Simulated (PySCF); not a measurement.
Run record: geometry optimisation, `CCCCC1CCCCC1`.

Computed with PBE0-D3(BJ)/def2-SVP geometry optimisation, gas phase (PySCF 2.14.0). Start geometry: GFN2-xTB. A driver script takes a list of jobs; this job's settings line and coordinates (Å) are shown.

Input:
```
{"job": {"xc": "PBE0", "basis": "def2-SVP", "d3": "d3bj", "grid": 1, "kind": "geom"}, "charge": 0, "multiplicity": 1}
C      4.457842     0.223121    -0.124260
C      3.259295    -0.538562     0.428065
C      1.940983     0.163749     0.108950
C      0.742980    -0.616309     0.646465
C     -0.602184     0.097069     0.472017
C     -1.702742    -0.687158     1.192541
C     -3.061324    -0.009444     1.044137
C     -3.419577     0.142483    -0.430064
C     -2.339468     0.944009    -1.147883
C     -0.979271     0.267296    -1.000717
H      4.386561     0.313765    -1.206152
H      4.501655     1.223831     0.300155
H      5.384500    -0.293030     0.116228
H      3.361547    -0.641024     1.511039
H      3.242358    -1.544357     0.001816
H      1.857070     0.276410    -0.973315
H      1.949698     1.163912     0.549277
H      0.696305    -1.590321     0.152910
H      0.900026    -0.798069     1.713217
H     -0.530101     1.091214     0.928389
H     -1.451594    -0.782435     2.251663
H     -1.755388    -1.694814     0.772635
H     -3.028453     0.977494     1.511869
H     -3.825313    -0.597088     1.558243
H     -3.500459    -0.846786    -0.886773
H     -4.386621     0.639682    -0.531947
H     -2.293017     1.948785    -0.720833
H     -2.588762     1.043854    -2.206672
H     -1.010313    -0.715024    -1.478534
H     -0.224253     0.866306    -1.512253
```

Task: Estimate the output.

Result: 
```
step   0  E = -392.39524880  max force = 0.018734
step   1  E = -392.39832880  max force = 0.003193
step   2  E = -392.39839035  max force = 0.000746
step   3  E = -392.39839351  max force = 0.000082
optimisation converged
```

Energies in Eh; «max force» is the largest Cartesian gradient component in Eh/bohr.

Task: How much energy does the optimisation release, in eV?

Result: E(step 0) − E(last step) = 0.003145 Eh, which is 0.086 eV.

Main results: final energy -392.39839 Eh after 3 steps; dipole 0.03 D.

Task: Give the final coordinates.

Result: 0.030 Å rms from the input after alignment:
```
atom  x, y, z in Å
C1     4.3841    0.1370   -0.1839
C2     3.1793   -0.6113    0.3634
C3     1.8523    0.0734    0.0638
C4     0.6459   -0.6835    0.6015
C5    -0.7011    0.0128    0.4202
C6    -1.8134   -0.7457    1.1470
C7    -3.1772   -0.0841    0.9858
C8    -3.5328    0.1039   -0.4846
C9    -2.4405    0.8749   -1.2165
C10   -1.0762    0.2134   -1.0501
H11    4.3262    0.2405   -1.2795
H12    4.4483    1.1533    0.2374
H13    5.3270   -0.3799    0.0513
H14    3.2837   -0.7365    1.4558
H15    3.1586   -1.6350   -0.0509
H16    1.7600    0.2085   -1.0279
H17    1.8635    1.0933    0.4909
H18    0.5984   -1.6819    0.1274
H19    0.7985   -0.8748    1.6791
H20   -0.6273    1.0172    0.8834
H21   -1.5584   -0.8454    2.2155
H22   -1.8579   -1.7753    0.7446
H23   -3.1625    0.9026    1.4834
H24   -3.9524   -0.6766    1.4985
H25   -3.6548   -0.8878   -0.9573
H26   -4.5030    0.6170   -0.5859
H27   -2.3938    1.9036   -0.8149
H28   -2.6875    0.9734   -2.2862
H29   -1.0842   -0.7751   -1.5474
H30   -0.3065    0.8106   -1.5642
```

Task: How long does this job take on Arm Neoverse V1, one thread, no GPU, shared host?

Result: About 3.0 min.
Labels such as C1 count atoms from 1, the log's own numbers from 0.
